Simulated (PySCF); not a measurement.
Species: HgI2 (singlet state).
SMILES: `[I][Hg][I]`

Theory: PBE0-D3(BJ)/def2-SVP geometry optimisation, gas phase, def2 core potentials past Kr (PySCF).

Masses are those of the commonest isotopes; rigid-rotor values at the optimised geometry. 

(1) What are the moment of inertia and the rotational constant?

(2) List the first levels of a rigid rotor in a Σ state.

(3) Has it a pure rotational spectrum?

## Answers

(1) I = 1723.221 u·Å², B = 505379 MHz·u·Å²/I = 293.3 MHz (0.0098 cm⁻¹, or 0.014 K as hB/k).

(2) E(J) = BJ(J+1): J = 1: 0.020, J = 2: 0.059, J = 3: 0.117, J = 4: 0.196, J = 5: 0.293, J = 6: 0.411 cm⁻¹.

(3) Not by electric dipole: D∞h allows no dipole (computed 0.00 D). Rotational Raman lines (ΔJ = 2) lie at B(4J + 6), spaced by 4B = 0.039 cm⁻¹, with nuclear-spin weights that differ between even and odd J.

No PBE0-D3(BJ)/def2-SVP frequencies stand behind this structure, so it isn't proved a minimum. Constants of a rigid frame at the computed geometry: no zero-point averaging, no centrifugal distortion.

Time: 18 s; peak memory 0.34 GiB. Hardware: one thread, AMD EPYC 9R45 (x86_64), no GPU, shared host with 96 logical CPUs at a one-minute load of 45. These figures are those of the optimisation.
